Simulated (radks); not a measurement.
Question: Spin polarisation of the 4f5 shell in Pm. Start: [Xe] 4f(up 2.5, down 2.5) 6s2; electrons of 4f are moved from spin down to spin up, other shells keep equal spins. Calculated with a radial shooting solver on a logarithmic mesh with Libxc functionals: scalar-relativistic Kohn-Sham, r2SCAN, spin-polarised, spherical densities, finite nucleus; meta-GGA in the generalised Kohn-Sham scheme; Fermi nuclear charge, rms radius of each element as measured or else 0.836 A^(1/3) + 0.57 fm. Estimate the energy gained and the exchange splitting at a moment of 3 Bohr magnetons.

Answer: At moment 3 the spin-polarisation energy is -2.013 eV and the 4f exchange splitting 2.673 eV, that is 0.891 eV per Bohr magneton; E = -I m^2/4 would give I = 0.895 eV.
